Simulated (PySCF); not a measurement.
Correlation energy of V (vanadium, neutral)

[Ar] 3d2 4s2 4p1, one real determinant (an excited configuration). Calculation: PySCF 2.14, in def2-TZVPPD (6s6p4d2f1g, 67 functions); the non-relativistic Hamiltonian (point nucleus). Frozen: [Ne]; 13 electrons correlated.

MP2 pair energies summed by pair of shells (mhartree):

| pair | energy | share (%) |
| --- | --- | --- |
| 3p-3p | -116.82 | 35.0 |
| 3p-3d | -69.75 | 20.9 |
| 3p-4s | -32.26 | 9.7 |
| 3s-3p | -31.84 | 9.5 |
| 3d-4s | -17.88 | 5.4 |
| 4s-4s | -16.75 | 5.0 |
| 4s-4p | -16.23 | 4.9 |
| 3s-3d | -10.39 | 3.1 |
| 3s-3s | -6.09 | 1.8 |
| 3p-4p | -4.94 | 1.5 |
| 3d-3d | -4.45 | 1.3 |
| 3s-4s | -3.09 | 0.9 |
| 3d-4p | -2.65 | 0.8 |
| 3s-4p | -0.38 | 0.1 |

Total MP2 correlation energy: -333.54 mhartree.

Same-spin part -93.79 and opposite-spin part -239.75 mhartree; SCS-MP2 scales them by 1/3 and 6/5 to -318.96 mhartree.

The reference is one real determinant that mixes LS terms of this configuration.

This basis was not built for core-valence correlation, so the inner-shell part is incomplete.
